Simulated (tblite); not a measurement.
Species: C5H10NO (doublet state).
Atom-mapped SMILES: `[CH:1]1[CH2:2][CH2:3][CH2:4][O:5][CH2:6][NH:7]1` (hydrogens: H8 on C1; H9, H10 on C2; H11, H12 on C3; H13, H14 on C4; H15, H16 on C6; H17 on N7)

The geometry is computed with GFN2-xTB (gas phase). This method treats the open shell by occupation alone, without spin polarisation.

Give the optimised bond lengths and angles.

| bond | length (Å) |
| --- | --- |
| C1–C2 | 1.483 |
| C2–C3 | 1.547 |
| C3–C4 | 1.530 |
| C4–O5 | 1.412 |
| O5–C6 | 1.410 |
| C6–N7 | 1.434 |
| C1–N7 | 1.394 |
| C1–H8 | 1.075 |
| C2–H9, C2–H10 | 1.093 |
| C3–H11, C3–H12 | 1.092 |
| C4–H13, C4–H14 | 1.098 |
| C6–H15, C6–H16 | 1.097 |
| N7–H17 | 1.012 |

Bonds in one row agree within 0.01 Å and their mean is given. A selection of angles:
| angle | degrees |
| --- | --- |
| C2–C1–N7 | 121.5 |
| C2–C1–H8 | 119.7 |
| N7–C1–H8 | 115.4 |
| C1–C2–C3 | 113.0 |
| C1–C2–H9 | 111.1 |
| C1–C2–H10 | 108.3 |
| C3–C2–H9 | 108.0 |
| C3–C2–H10 | 108.7 |
| H9–C2–H10 | 107.6 |
| C2–C3–C4 | 112.7 |
| C2–C3–H11 | 109.4 |
| C4–C3–H11 | 107.6 |
| C4–C3–H12 | 109.3 |
| H11–C3–H12 | 108.4 |
| C3–C4–O5 | 114.8 |
| C3–C4–H13 | 109.2 |
| O5–C4–H13 | 109.3 |
| O5–C4–H14 | 104.7 |
| H13–C4–H14 | 108.6 |
| C4–O5–C6 | 114.9 |
| O5–C6–N7 | 115.2 |
| O5–C6–H15 | 105.7 |
| O5–C6–H16 | 109.9 |
| N7–C6–H15 | 108.0 |
| N7–C6–H16 | 108.6 |
| H15–C6–H16 | 109.2 |
| C6–N7–H17 | 113.8 |
| C1–N7–C6 | 120.4 |
| C1–N7–H17 | 113.9 |

Torsions: N7–C1–C2–C3 63° (synclinal); C1–C2–C3–C4 -75° (synclinal); C2–C3–C4–O5 63° (synclinal); C3–C4–O5–C6 -69° (synclinal); C4–O5–C6–N7 86° (synclinal); O5–C6–N7–C1 -64° (synclinal); C2–C1–N7–C6 -3° (synperiplanar). The mirror-image conformer, all signs reversed, is as good.

The 3 C–C bonds span 1.483 Å (C1–C2, drawn single) to 1.547 Å (C2–C3, drawn single), a spread of 0.064 Å. The 7-membered ring C1–C2–C3–C4–O5–C6–N7 has internal angles of 112.7° to 121.5° (sum 813°, against 900° for a flat polygon); it is puckered, 0.28 Å rms from its mean plane, widest ring torsion 86°. N7 (nitrogen bonded to 2 C and H) has angles 120.4°, 113.9° and 113.8°, sum 348.1°, 0.25 Å off the plane of its three neighbours. C1 (carbon bonded to C, N and H) is almost planar (angles 121.5°, 119.7° and 115.4°, sum 356.5°, 0.14 Å off the plane of its three neighbours). Of the pairs four or more bonds apart, H13···H16 is among the closest relative to their van der Waals radii: 2.25 Å, 94 % of the sum of Bondi's values. The C–N distances run from 1.394 Å (C1–N7, drawn single) to 1.434 Å (C6–N7, drawn single), a spread of 0.040 Å.

Point group: C1 (no symmetry element, even within 0.4 Å). Its GFN2-xTB frequencies are all real (lowest 121 cm⁻¹). 2 starts were optimised and ended at 0.00 and 3.67 kcal/mol (GFN2-xTB); the lowest of these is shown.

Time: 0.17 s. Hardware: one thread, Arm Neoverse V2 (aarch64), no GPU, shared host with 96 logical CPUs at a one-minute load of 77. These figures are those of the optimisation.
